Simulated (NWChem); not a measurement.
Basis-set convergence for HBCl2S

```xyz
5

B     -0.0058    -0.0121     0.0000
Cl    -1.7646    -0.1102     0.0000
Cl     0.9543    -1.4926     0.0000
S      0.7359     1.6314     0.0000
H      2.0300     1.2047     0.0000
```
Charge 0, spin multiplicity 1.

Everything below was run with NWChem. Structure: optimised with PBE/def2-SVP, a minimum by its harmonic frequencies. It is one conformer; others weren't searched.

Quantity: LUMO energy at the level PBE0.

The Pople sets run with spherical d functions. The structure started from a generated list of species.

| basis | functions | LUMO energy (eV) |
|---|---|---|
| STO-3G | 33 | [?] |
| 6-31G* | 70 | [?] |
| pcseg-1 | 73 | [?] |
| 6-31+G* | 86 | -1.47 |
| aug-pcseg-1 | 113 | -1.49 |
| aug-cc-pVDZ | 113 | -1.46 |
| pcseg-2 | 146 | -1.44 |
| def2-TZVP | 148 | -1.39 |
| def2-TZVPP | 171 | -1.39 |
| aug-cc-pVTZ | 219 | -1.48 |

Q: Some entries are withheld; supply them.

A: 
- STO-3G, LUMO energy (eV): 1.28
- 6-31G*, LUMO energy (eV): -1.36
- pcseg-1, LUMO energy (eV): -1.53
